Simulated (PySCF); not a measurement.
Excited states of Ga²⁷⁺ (gallium, charge +27)

Ground state [He] 2s2, ¹S. Calculation: PySCF 2.14, in an even-tempered Gaussian basis (19 s from 1.3 bohr⁻², ratio 2.5; 9 p from 1.78 bohr⁻², ratio 2.7; 8 d from 1.93 bohr⁻², ratio 2.7; 4 f from 57 bohr⁻², ratio 2.7); the spin-free X2C one-electron Hamiltonian (Gaussian nucleus). Vertical excitation energies in eV without spin-orbit coupling; excited terms of each kind are numbered among those the solver found. Frozen: nothing.

```tsv
term	leading excitation	EOM-EE-CCSD
1 3P°	2s → p	74.991
1 1P°	2s → p	122.16
```

The spin-orbit splitting of the hole, absent here, rivals or exceeds the spacing of these terms, so the LS terms are model states.

Only the lower part of the computed list is shown. Doubly excited terms such as np² are absent. The solver can miss terms. The 9 highest virtual orbitals were dropped.
